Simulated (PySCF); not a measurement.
## Spinor energies of P²⁺ (phosphorus, charge +2)

Start: [Ne] 3s2 3p1; 3p1/2 filled at m_j = +1/2. Calculated with PySCF 2.14 in x2c-SVPall-2c (4s4p1d, 21 functions): generalised Hartree-Fock with the X2C-1e Hamiltonian and a Gaussian nucleus; one run each with spin-orbit coupling (SO) switched off, then screened by Boettger's factors.

```
spinor shell  electrons  ε, spin-free (eV)  ε, screened SO (eV)  weight of nominal j (screened SO)  rms radius, screened SO (bohr)
       1s1/2          2            -2205.6              -2205.5                              1.000                           0.120
       2s1/2          2            -229.25              -229.23                              1.000                           0.560
       2p1/2          2            -170.83              -171.77                              0.984                           0.536
       3s1/2          2            -38.600              -38.591                              0.996                            1.90
       3p1/2          1            -29.946              -29.993                              0.937                            2.18
```

Question: Where does 2p3/2 lie, and what is the 2p spin-orbit splitting (screened SO)?

Answer: At -170.33 eV, 1.439 eV above 2p1/2.

| quantity | spin-free | screened SO |
| --- | --- | --- |
| E (hartree) | -340.33514 | -340.33708 |
| M_J | 1/2 | 1/2 |
| ⟨J²⟩ | 1.041 | 0.953 |
| ⟨L²⟩ | 2.043 | 2.043 |
| ⟨S²⟩ | 0.764 | 0.765 |

Each row is a mean over spinors that exchange with the open shell spreads, by up to 1.092 eV (2p1/2).

⟨J²⟩ departs a little from M_J(M_J + 1) because the unrestricted spinors polarise the closed shells.

Without spin-orbit coupling the j labels of p, d and f shells carry no meaning; the spin-free column gives the mean over the occupied spinors of each nl shell, and its ⟨J²⟩ belongs to a mixture of degenerate components.
